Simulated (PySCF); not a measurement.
PySCF input file for CH7ClOSi3, SMILES O[Si@H]1[SiH2]C[Si@@H]1Cl, KT2/pcSseg-1. The structure is a stationary point at B3LYP-D3(BJ)/def2-SVP. The structure was generated by enumeration; whether it is a known compound was not checked. Other conformers were not sampled.

```python
import numpy as np
from pyscf import gto, scf, dft
from pyscf.prop.nmr import rks as nmr

mol = gto.M(
    atom='''
    O     2.58111776   -0.52232962    0.97251840
    Si    1.46392855   -0.01894860   -0.18044631
    Si   -0.12266705   -1.70010172   -0.76477334
    C    -1.22202831   -1.07771024    0.68484285
    Si   -0.54399607    0.68997910    0.82065084
    Cl   -1.49437195    1.84526076   -0.65514680
    H     3.28448772   -1.10878250    0.66750039
    H     2.10036910    0.82906006   -1.23310551
    H     0.27237254   -3.13605780   -0.64152372
    H    -0.78161892   -1.48842895   -2.08580342
    H    -0.92534894   -1.62777448    1.59713872
    H    -2.31160503   -1.17249789    0.56103526
    H    -0.71282169    1.38694409    2.12701265
    ''',
    basis='pcSseg-1',
    charge=0,
    spin=0,
    max_memory=1600,
    verbose=3,
)
mf = dft.RKS(mol, xc='kt2').density_fit(auxbasis='def2-universal-jkfit')
mf.grids.level = 3
mf.conv_tol = 1e-10
mf.max_cycle = 100
mf.kernel()
n = nmr.NMR(mf)
n.verbose = 2
n.max_cycle_cphf = 60
sigma = n.kernel()
print('atom   isotropic/ppm   span/ppm')
for i, s in enumerate(sigma):
    w = np.linalg.eigvalsh((s + s.T) / 2)
    print(f'{mol.atom_symbol(i):2s}{i + 1:3d} {w.mean():14.3f} {w[2] - w[0]:11.3f}')
```

Program output:

```
converged SCF energy = -1459.04963139091
atom   isotropic/ppm   span/ppm
O   1        322.585     110.188
Si  2        325.164     135.077
Si  3        410.056     119.410
C   4        173.724      23.323
Si  5        335.124      95.129
Cl  6        967.616     150.443
H   7         31.191      21.024
H   8         24.623       6.422
H   9         26.525       9.243
H  10         26.507       7.105
H  11         30.203      10.472
H  12         29.997      10.596
H  13         24.713       8.980
```

The run converged.
